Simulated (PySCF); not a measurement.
```xyz
3
charge -1 multiplicity 2, angstrom
Ni    0.0000    0.0000   -0.0957
O     1.6108    0.0000    0.1732
O    -1.6108    0.0000    0.1732
```

These are results of UPBE0 in PySCF with Ni def2-TZVPD, O def2-TZVPD; no relativity; density-fitted integrals, not measurements.

This geometry of NiO₂⁻ is a stationary point at this level.

(1) What is the point group?

(2) Is it a minimum?

(3) Which band is strongest in the infrared?

(4) Give the ideal-gas entropy at 298.15 K and 1 bar by parts.

Results:

(1) C2v.

(2) Yes: all harmonic wavenumbers are real.

(3) 1047 cm⁻¹ (b2), 654 km/mol.

(4) translation 165.0, rotation 81.2, vibration 19.2, spin 5.8; total 271.2 J/(mol K).

Other isomers or separated fragments may lie lower. Open d and f shells are described by one determinant, and the ground state may have another occupation or spin. The lowest empty level of this anion is unbound, so it and the gap depend on the basis. At this level a quartet minimum of D∞h symmetry lies 29 kJ/mol below this structure.
